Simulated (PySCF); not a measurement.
BH₃, SMILES B.

Geometry: B3LYP-D3(BJ)/def2-TZVPD. The isomer is the one that the SMILES or the coordinates give; other isomers of the formula were not compared.

The numbers are results of PBE/def2-TZVPD (PySCF), not measurements.

The molecule is in vacuum.

| Property | Result |
|---|---|
| total energy | -26.55232 hartree |
| point group | D3h |
| highest occupied level | -8.48 eV |
| lowest empty level | -3.05 eV |
| orbital gap | 5.43 eV |
| dipole moment | 0.000 e·Å |
| quadrupole, principal values (traceless, Buckingham form, about the centre of nuclear charge) | -1.06, -1.06, 2.13 D·Å |
| mean static polarisability | 18.1 bohr³ (2.68 Å³) |
| polarisability, principal values | 15.0, 19.7, 19.7 bohr³ |
